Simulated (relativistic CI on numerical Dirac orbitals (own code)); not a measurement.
**Electric-dipole lines of Ni III**

Calculated at this level of theory: Dirac-Coulomb-Breit CI, KLI orbitals optimised for each configuration, a model potential for QED, valence Slater integrals scaled by 0.85, P86 correlation energy added to each configuration (own radial code, finite nucleus).

CI space (outside the closed core [Ne] 3s2): 3p6 3d8, 3p6 3d7 4s, 3p6 3d7 4p, 3p6 3d6 4s2, 3p6 3d7 5s, 3p6 3d7 4d, 3p6 3d7 5p, 3p6 3d6 4s 4p, 3p6 3d7 4f, 3p6 3d7 5d, 3p6 3d7 5f, 3p6 3d7 5g, 3p6 3d6 4p2, 3p6 3d6 4s 5s, 3p5 3d9. Levels of other configurations are missing.

```tsv
λ vac (nm)	Lower	Upper	A (s⁻¹)	gf	Branching (%)
174.30	3p6 3d7 4s 5F_5 [9]	3p6 3d7 4p 5G°_6 [50]	7.08e+08	4.19e+00	100.0
175.78	3p6 3d7 4s 5F_4 [10]	3p6 3d7 4p 5G°_5 [52]	6.41e+08	3.27e+00	93.7
178.81	3p6 3d7 4s 5F_3 [11]	3p6 3d7 4p 5D°_3 [51]	4.33e+08	1.45e+00	67.3
178.99	3p6 3d7 4s 3F_4 [15]	3p6 3d7 4p 3D°_3 [65]	4.66e+08	1.57e+00	30.4
179.76	3p6 3d7 4s 5F_4 [10]	3p6 3d7 4p 5D°_4 [47]	4.48e+08	1.96e+00	70.0
179.97	3p6 3d7 4s 3F_3 [16]	3p6 3d7 4p 3D°_2 [66]	4.72e+08	1.15e+00	31.4
180.79	3p6 3d7 4s 3F_2 [17]	3p6 3d7 4p 3D°_1 [67]	6.07e+08	8.92e-01	40.6
181.41	3p6 3d7 4s 5F_5 [9]	3p6 3d7 4p 5F°_4 [45]	4.29e+08	1.90e+00	69.2
181.80	3p6 3d7 4s 5F_4 [10]	3p6 3d7 4p 5F°_3 [46]	4.18e+08	1.45e+00	67.3
182.11	3p6 3d7 4s 5F_5 [9]	3p6 3d7 4p 5F°_5 [44]	6.22e+08	3.40e+00	98.3
187.77	3p6 3d7 4s 3F_4 [15]	3p6 3d7 4p 3F°_4 [60]	5.30e+08	2.52e+00	48.0
188.53	3p6 3d7 4s 3F_2 [17]	3p6 3d7 4p 3F°_2 [64]	4.18e+08	1.11e+00	35.1
188.55	3p6 3d7 4s 3F_3 [16]	3p6 3d7 4p 3F°_3 [62]	4.16e+08	1.55e+00	38.0
190.45	3p6 3d7 4s 3F_2 [17]	3p6 3d7 4p 3G°_3 [63]	5.11e+08	1.94e+00	69.0
190.68	3p6 3d7 4s 3F_3 [16]	3p6 3d7 4p 3G°_4 [61]	5.02e+08	2.46e+00	66.4
191.28	3p6 3d7 4s 3F_4 [15]	3p6 3d7 4p 3G°_5 [59]	5.07e+08	3.06e+00	80.3
```

Terms are leading LS components. Brackets give the number of a level in order of energy, since labels repeat. The list gives strong lines, with weight on those to low levels, without lines whose two gauges differ by over a factor of 2.5, among the lowest 200 of 2257 levels, so that lines to higher ones, which can be the strongest, are missing, and without lines across small gaps between configurations, and without 224 lines that miss the measured interval by over 3.5 %, start from a term whose rates miss tabulated ones by over 60 %, have gauges far apart or, lacking measured levels, span too small a gap for the errors found; lines with a level outside our table were not tested and can miss by more. Levels whose partners in the same complex of configurations lie outside the list can be far off, and so can their lines. Rates are taken at the computed energies, electric ones in the length gauge.

For a near-neutral ion this model can misplace configurations by up to about 10,000 cm⁻¹ (more where the count of f electrons changes) and terms by 10 to 25 % of their spread. Rates follow the energies as ν³ (E1, M1) or ν⁵ (E2), so they and the lifetimes can be off by large factors. The fine structure of a lone outer electron comes out too small, for d and f at times inverted, and misplaced configurations move strength between like terms. 61 of the 61 excited levels that our extract of the measured tables holds in this range could be paired (the sources list more); they are missed by 3664 cm⁻¹ on average and 5494 at most, and levels without a partner can miss by more.

Task: From the table, what is the radiative lifetime of 3p6 3d7 4p 5G°_6?

Result: The listed rates from this level add up to about 7.08e+08 s⁻¹, 100 % of its decay; with all channels τ = 1.41e-09 s.
